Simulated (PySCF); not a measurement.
## `[H][As@OH27+]([H])([H])[Al@H-]([CH3])[NH]C`, C₂H₁₁AlAsN

Geometry (Å), atoms numbered from 1 in this order:
```xyz
16

C    -1.578   -1.568    0.095
N    -1.104   -0.675   -0.952
Al   -0.016    0.756   -0.930
C    -0.175    2.410    0.175
As    1.749   -0.466    0.758
H    -1.265   -2.605   -0.083
H    -1.148   -1.244    1.050
H    -2.669   -1.553    0.189
H    -1.516   -0.949   -1.840
H     1.018    0.689   -2.093
H     0.790    2.934    0.197
H    -0.916    3.150   -0.144
H    -0.418    2.168    1.220
H     3.009   -0.305   -0.014
H     1.686   -1.901    0.373
H     2.546   -0.833    1.988
```

Computed, not measured: TDDFT CAM-B3LYP/aug-cc-pVDZ circular dichroism and optical rotation, one conformer, gas phase (PySCF). Geometry: GFN2-xTB.

The molecule is flexible and this is one conformer; a measurement averages over conformers. The calculation is non-relativistic, which matters for the atoms heavier than Zn. Singlets 13 and 14 lie within 0.01 eV of each other, so their separate moments and overlaps can depend on how they mix.

Task: Draw the ECD and absorption spectra from the lowest 16 states, each a Gaussian of half-width 0.3 eV at 1/e height.

Result: 
```csv
E (eV),λ (nm),Δε (L mol⁻¹ cm⁻¹),ε (L mol⁻¹ cm⁻¹)
4.27,291,+1.16,114
4.42,281,+4.77,481
4.57,271,+11.86,1260
4.72,263,+17.81,2100
4.87,255,+16.23,2360
5.02,247,+9.86,1990
5.17,240,+6.57,1550
5.32,233,+7.22,1380
5.47,227,+6.90,1430
5.62,221,+3.10,2020
5.77,215,-2.67,3310
5.92,210,-9.16,4360
6.07,204,-18.42,4220
6.22,199,-29.33,3530
6.37,195,-34.25,3780
6.52,190,-29.58,6040
6.67,186,-20.35,10300
6.82,182,-15.88,13700
6.97,178,-20.02,12500
```
Δε uses R in velocity form, ε uses f in length form. Only the states computed contribute, so the short-wavelength end is incomplete.
